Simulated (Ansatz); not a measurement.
```yaml
crystal:
  periodic: [false, false, false]
  atoms:
    - {symbol: Ga, position_ang: [1.085098, 1.388610, -1.110569]}
    - {symbol: Ga, position_ang: [-1.622917, 0.761714, -0.836335]}
    - {symbol: Ga, position_ang: [1.426074, -0.820652, 0.867818]}
    - {symbol: As, position_ang: [0.507674, 1.617001, 1.357472]}
    - {symbol: As, position_ang: [-1.207012, -0.081786, 1.683274]}
    - {symbol: As, position_ang: [0.819767, -1.072840, -1.700370]}
    - {symbol: As, position_ang: [-1.008693, -1.792045, -0.261279]}
basis:
  gaussian: {orbitals: def2-TZVP, initial_orbitals: start.molden}
magnetization: {spin_polarized: true, initial_magnetization: 3}
hamiltonian: {xc: pbe0, dispersion: d4}
scf: {omitted_lower_state_checks: [starts]}
output: {orbitals: {seedname: orbitals}}
```

The file start.molden holds the orbitals of an earlier run on this structure, at another level or in another basis.

```sh
$ ansatz run in.yaml --threads 4 --pin off --events-out ev --progress --plain --max-ram 6963MiB
```

**Question.** Does this run fit into the memory that it is given?

**Answer.** No. It has 336 basis functions, and Ansatz plans for 7.15 GiB where 6.79 GiB are given.
